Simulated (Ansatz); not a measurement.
Total energies of the cluster Nb₃Si₃ from Ansatz at r2SCAN-D4/def2-TZVP, gas phase (1 Eh = 27.2114 eV = 2625.5 kJ/mol). The reference geometry is relaxed at PBE-D4/def2-SVP.

Cartesian coordinates in Å:
```
Nb 1.2805 0.6241 -0.3020
Nb -0.6568 1.3311 1.1186
Nb -1.0105 0.9085 -1.2685
Si 0.2649 -1.1781 -1.8497
Si -0.7156 -1.1903 0.3183
Si 0.8376 -0.4954 1.9832
```

| state | geometry | energy (Eh) |
| --- | --- | --- |
| charge 0 doublet | reference | -1039.41761 |
| charge 1 singlet | reference | -1039.18347 |
| charge 0 quartet | relaxed at PBE-D4/def2-SVP | -1039.39551 |
| free Nb atom (sextet) | – | -56.86030 |
| free Si atom (triplet) | – | -289.34121 |

In the def2 sets Nb takes a core potential; there is no spin–orbit coupling.

Other spin states of the ions weren't run at this level and may lie lower.

Q: Work out the vertical ionisation energy to the singlet.

A: E(charge 1 singlet) − E(charge 0 doublet) = -1039.18347 − (-1039.41761) = 0.23414 Eh = 6.37 eV. For comparison, −ε of the highest occupied level of the spin that leaves is 4.28 eV at this level, 2.09 eV less.

Q: Which of the charge 0 states is lowest, and how far above it are the others?

A: The doublet. quartet: -1039.39551 − (-1039.41761) = 0.02210 Eh = 58.0 kJ/mol.

Q: What is the binding energy per atom against free atoms?

A: Atoms: 3 × (-56.86030) + 3 × (-289.34121) = -1038.60453 Eh. Binding: -1038.60453 − (-1039.41761) = 0.81308 Eh = 22.13 eV, or 3.69 eV for each of 6 atoms (no zero-point energy, no counterpoise term).

At r2SCAN-D4/def2-TZVP the charge 0 doublet is spin-contaminated (final ⟨S²⟩ up to 0.83, 0.75 for a pure state). The restricted singlet is unstable towards broken spin symmetry in Hartree–Fock (as tested in another run); at r2SCAN-D4/def2-TZVP this wasn't settled. At r2SCAN-D4/def2-TZVP the highest occupied level of the doublet has β spin (-4.26 eV), and emptying it gives a triplet, which wasn't run; the ionisation energy to the singlet shown is then probably not the lowest one.

The structure comes from a short search, and lower isomers may exist.
